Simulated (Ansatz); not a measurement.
C₃H₈N₂Si, SMILES C1[Si@@](CN=1)(N)C.

Coordinates come from a PBE0-D3(BJ)/def2-SVP optimisation. The structure was generated by enumeration; whether it is a known compound was not checked. One conformer was computed; it need not be the lowest.

Two levels are set side by side: PBE/def2-SVPD (Ansatz, a program for electronic structure) and PBE0/def2-SVPD (Ansatz). Energy differences of separate SCF runs at the same geometry; the states with an electron removed or added have multiplicity 2 and 2. Differences are taken from unrounded values.

```tsv
quantity	PBE0
vertical ionisation energy (eV)	8.53
vertical singlet–triplet gap (eV)	3.28
```

### Question
What does PBE give, and how far is it from PBE0? (The exact figures need the calculation; the answer reports its results.)

### Answer

```tsv
quantity	PBE	PBE minus PBE0
vertical ionisation energy (eV)	8.25	-0.28
vertical singlet–triplet gap (eV)	3.23	-0.05
```
